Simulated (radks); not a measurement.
The numbers below are computed, except where a source is named.
Radial electron density D(r) = 4 pi r^2 rho(r) of an atom or ion with 49 electrons. Code: a radial shooting solver on a logarithmic mesh with Libxc functionals. Model: scalar-relativistic Kohn-Sham, PBE, spin-polarised, spherical densities, point nucleus.

r (bohr)  D(r) (e/bohr)   spin D(r)
0.004966          20.82  -0.0000858
0.006623          30.16  -0.0000942
0.008904          41.69  -0.0000451
0.01188           53.13    0.000162
0.01597           61.96    0.000766
0.0213            64.45     0.00212
0.0284            60.55     0.00472
0.03819           55.86     0.00884
0.05093           60.00      0.0130
0.06848           74.35      0.0133
0.09134           82.58     0.00583
0.1218            71.55    -0.00413
0.1638            57.34    0.000694
0.2184            63.13      0.0207
0.2914            66.03      0.0195
0.3917            41.31   -0.000362
0.5225            21.33      0.0295
0.7024            22.84      0.0569
0.9369            20.94    -0.00568
1.25              11.25      0.0149
1.68              4.603       0.240
2.241             2.180       0.436
2.989            0.9880       0.375
4.018            0.2854       0.161
5.359           0.04731      0.0356
7.205          0.003355     0.00303

What is the nuclear charge?

Answer. Z = 50. The innermost maximum, from 1s, lies near gamma/Z bohr with gamma = sqrt(1 - (Z/c)^2) = 0.931, here 0.0186 bohr (found: 0.0205), and its height grows with Z. The density is that of the tin ion Sn+ in [Kr] 4d10 5s2 5p1; the configuration itself is not fixed sharply by these data, and Z only to a few units. D(r) has 4 maxima, at r = 0.0205, 0.0899, 0.265, 0.779 bohr, and minima at 0.0401, 0.173, 0.571 bohr, inside which lie 2.00, 11.19, 28.99 electrons.
